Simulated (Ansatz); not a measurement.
`S[Si](S)(Cl)Cl` + H₂O → `O[Si](S)(S)Cl` + HCl  (formal hydrolysis of the Si–Cl bond)

Computed with Ansatz on PBE0-D4/def2-TZVP structures; ΔE is electronic, products minus reactants. CCSD(T)/CBS is the MP2 limit (def2-TZVPP, def2-QZVPP) plus CCSD(T) − MP2 in def2-TZVPP, frozen cores. This one scheme is used for every species. DFT in def2-TZVPP. B3LYP here is the variant with VWN-RPA as its local correlation; programs differ in this. Each species was taken in one conformer, which may not be the lowest.

| species | B3LYP energy (Eh) |
| --- | --- |
| `S[Si](S)(Cl)Cl` | -2007.79487 |
| H₂O | -76.46667 |
| `O[Si](S)(S)Cl` | -1623.43249 |
| HCl | -460.83627 |

Task: Work out ΔE.

Result: ΔE = (-1623.43249) + (-460.83627) − (-2007.79487) − (-76.46667) = -0.00722 Eh = -4.5 kcal/mol. CCSD(T)/CBS gives -2.7 kcal/mol.

Largest T1 diagnostic among the species: 0.011.

The D4 term adds +1.1 kcal/mol with B3LYP and +0.6 kcal/mol with PBE0; it sums over pairs of atoms, weighted by their polarisabilities, and B3LYP, whose exchange is more repulsive, gets the larger term. In def2-TZVPP, CCSD(T) changes the Hartree–Fock value by +2.0 kcal/mol (the triples alone add +0.5 kcal/mol) and MP2 by +3.4 kcal/mol.
